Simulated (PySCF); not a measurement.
## Calculated data, FHOSi

Computed with PySCF 2.14.0. Calculation on a computer-drawn molecule: vertical ionisation energy to the stated ion spin, frozen-core CCSD(T) at the basis limit and cheaper methods, single-reference cases, UHF for radicals, no spin-orbit; all values are single points at the evaluated structure, the first of each entry, which is the reference or a displaced copy of it and isn't optimised; the reference structure only sets the zero of the energies above reference; triples share is (T) over the correlation energy.

Common to all runs: charge 0; multiplicity 1; ion multiplicity 2; diffuse functions no; basis cc-pV(n+d)Z; reference is the Hartree-Fock double-zeta minimum; best is HF at quadruple zeta + MP2 correlation extrapolated from triple and quadruple zeta + CCSD(T) minus MP2 at triple zeta; basis step is the size of the change from the same recipe one zeta lower.

(1) FHOSi

Evaluated structure:
```xyz
4
FHOSi
O     -1.8211     0.7498    -1.3449
Si    -1.3161     1.9734    -2.3218
F      0.3638     1.4786    -2.3290
H     -2.7038     0.6391    -1.1311
```

Reference structure:
```xyz
4
FHOSi
O     -1.8064     0.7329    -1.3031
Si    -1.2864     1.9693    -2.2465
F      0.2841     1.5782    -2.3043
H     -2.7273     0.6917    -1.0861
```

* ionisation energy best: 10.71 eV
* ionisation energy basis step: 0.0998 eV
* energy above reference best: 7.399 kcal/mol
* energy above reference basis step: 0.4907 kcal/mol
* ionisation energy Koopmans at triple zeta: 10.67 eV
* ionisation energy EOM CCSD at triple zeta: 10.6 eV
* total energy HF triple zeta: -463.9723 hartree
* total energy CCSD(T) triple zeta: -464.5985 hartree
* total energy best: -464.7077 hartree
* T1 diagnostic at triple zeta: 0.01581
* D1 diagnostic at triple zeta: 0.04544
* ion T1 diagnostic at triple zeta: 0.0235
* ion D1 diagnostic at triple zeta: 0.0787
* ion spin squared at triple zeta: 0.7662
* triples share at triple zeta: 0.03393
* basis functions triple zeta: 113
* dipole magnitude HF at triple zeta: 3.43 debye
* dipole magnitude CCSD unrelaxed at triple zeta: 3.173 debye
* dipole magnitude PBE at triple zeta: 2.973 debye
* dipole magnitude r2SCAN at triple zeta: 3.041 debye
* dipole magnitude B3LYP at triple zeta: 3.163 debye
* dipole magnitude wB97X at triple zeta: 3.168 debye

Drawn bonds:
```tsv
atom	other atom	order
1	2	1
2	3	1
1	4	1
```

Triple zeta:
```tsv
method	ionisation energy (eV)	energy above reference (kcal/mol)
HF	9.747	8.895
PBE	10.21	5.745
r2SCAN	10.22	7.06
B3LYP	10.49	6.611
wB97X	10.53	7.078
MP2	10.35	7.359
CCSD	10.54	7.86
CCSD(T)	10.51	7.551
```

(2) FHOSi

Evaluated structure:
```xyz
4
FHOSi
O     -1.8211     0.7498    -1.3449
Si    -1.3161     1.9734    -2.3218
F      0.4127     1.4642    -2.3293
H     -2.7038     0.6391    -1.1311
```

Reference structure:
```xyz
4
FHOSi
O     -1.8064     0.7329    -1.3031
Si    -1.2864     1.9693    -2.2465
F      0.2841     1.5782    -2.3043
H     -2.7273     0.6917    -1.0861
```

* ionisation energy best: 10.8 eV
* ionisation energy basis step: 0.1118 eV
* energy above reference best: 11.28 kcal/mol
* energy above reference basis step: 0.6702 kcal/mol
* ionisation energy Koopmans at triple zeta: 10.8 eV
* ionisation energy EOM CCSD at triple zeta: 10.69 eV
* total energy HF triple zeta: -463.9649 hartree
* total energy CCSD(T) triple zeta: -464.5922 hartree
* total energy best: -464.7015 hartree
* T1 diagnostic at triple zeta: 0.01624
* D1 diagnostic at triple zeta: 0.04686
* ion T1 diagnostic at triple zeta: 0.02426
* ion D1 diagnostic at triple zeta: 0.07888
* ion spin squared at triple zeta: 0.771
* triples share at triple zeta: 0.03427
* basis functions triple zeta: 113
* dipole magnitude HF at triple zeta: 3.773 debye
* dipole magnitude CCSD unrelaxed at triple zeta: 3.475 debye
* dipole magnitude PBE at triple zeta: 3.245 debye
* dipole magnitude r2SCAN at triple zeta: 3.325 debye
* dipole magnitude B3LYP at triple zeta: 3.457 debye
* dipole magnitude wB97X at triple zeta: 3.474 debye

Drawn bonds:
```tsv
atom	other atom	order
1	2	1
2	3	1
1	4	1
```

Triple zeta:
```tsv
method	ionisation energy (eV)	energy above reference (kcal/mol)
HF	9.859	13.53
PBE	10.28	8.871
r2SCAN	10.31	10.76
B3LYP	10.57	10.15
wB97X	10.62	10.85
MP2	10.46	11.2
CCSD	10.63	11.94
CCSD(T)	10.59	11.47
```

(3) FHOSi

Evaluated structure:
```xyz
4
FHOSi
O     -1.7989     0.7843    -1.2864
Si    -1.2630     2.1006    -2.3339
F      0.3102     1.5303    -2.3434
H     -2.7476     0.7560    -1.0821
```

Reference structure:
```xyz
4
FHOSi
O     -1.8064     0.7329    -1.3031
Si    -1.2864     1.9693    -2.2465
F      0.2841     1.5782    -2.3043
H     -2.7273     0.6917    -1.0861
```

* ionisation energy best: 10.79 eV
* ionisation energy basis step: 0.1375 eV
* energy above reference best: 6.403 kcal/mol
* energy above reference basis step: 0.8392 kcal/mol
* ionisation energy Koopmans at triple zeta: 10.8 eV
* ionisation energy EOM CCSD at triple zeta: 10.65 eV
* total energy HF triple zeta: -463.9700 hartree
* total energy CCSD(T) triple zeta: -464.6003 hartree
* total energy best: -464.7093 hartree
* T1 diagnostic at triple zeta: 0.01668
* D1 diagnostic at triple zeta: 0.05052
* ion T1 diagnostic at triple zeta: 0.02732
* ion D1 diagnostic at triple zeta: 0.08419
* ion spin squared at triple zeta: 0.8021
* triples share at triple zeta: 0.03476
* basis functions triple zeta: 113
* dipole magnitude HF at triple zeta: 2.981 debye
* dipole magnitude CCSD unrelaxed at triple zeta: 2.71 debye
* dipole magnitude PBE at triple zeta: 2.491 debye
* dipole magnitude r2SCAN at triple zeta: 2.545 debye
* dipole magnitude B3LYP at triple zeta: 2.71 debye
* dipole magnitude wB97X at triple zeta: 2.697 debye

Drawn bonds:
```tsv
atom	other atom	order
1	2	1
2	3	1
1	4	1
```

Triple zeta:
```tsv
method	ionisation energy (eV)	energy above reference (kcal/mol)
HF	9.8	10.35
PBE	10.27	3.676
r2SCAN	10.29	5.938
B3LYP	10.53	5.622
wB97X	10.59	6.668
MP2	10.56	6.141
CCSD	10.6	7.139
CCSD(T)	10.57	6.412
```
